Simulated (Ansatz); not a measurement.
Ge₃O₈H₄. The state is a singlet with charge 0. Geometry PBE-D4/def2-SVP.

```xyz
15

Ge    0.3200    0.8576    0.8357
Ge   -1.1895   -1.7837   -0.3295
Ge    0.3270    1.5010   -2.1472
O    -2.4761   -0.5928   -0.1740
O     0.1910    2.0958   -0.4898
O    -0.9679    0.3466    1.7807
O     0.3321    2.2101   -3.6290
O     0.5757   -0.3151   -1.9093
O     2.0418    1.1089    1.3400
O     2.3402   -0.0046    2.2421
O     0.4403   -0.6978   -0.4955
H    -1.2694   -2.4669   -1.7031
H    -2.2150   -0.1019    0.6726
H     2.3663    0.4710    3.1016
H    -0.8165   -2.6282    0.9047
```

The structure holds 2 bonds between oxygen atoms, so isomers without such links may lie far lower. Another isomer (singlet) lies 3.86 eV lower at PBE0-D4/def2-TZVP; other spin states weren't run for this one.

Q: Estimate the orbital energies around the gap (eV) in Ansatz with PBE-D4/def2-TZVP, r2SCAN-D4/def2-TZVP, PBE0-D4/def2-TZVP.

A: 
```csv
orbital,PBE-D4/def2-TZVP,r2SCAN-D4/def2-TZVP,PBE0-D4/def2-TZVP
HOMO−9,-9.26,-9.67,-10.88
HOMO−8,-8.96,-9.38,-10.65
HOMO−7,-8.22,-8.64,-9.94
HOMO−6,-8.01,-8.42,-9.80
HOMO−5,-7.83,-8.24,-9.53
HOMO−4,-7.50,-7.89,-9.12
HOMO−3,-7.45,-7.81,-9.07
HOMO−2,-7.23,-7.61,-8.93
HOMO−1,-7.16,-7.52,-8.73
HOMO,-6.96,-7.31,-8.56
LUMO,-3.91,-3.77,-2.92
LUMO+1,-3.48,-3.29,-2.37
LUMO+2,-2.32,-2.20,-1.54
LUMO+3,-2.18,-1.87,-0.84
LUMO+4,-1.52,-1.21,-0.52
LUMO+5,-1.48,-1.15,-0.25
```
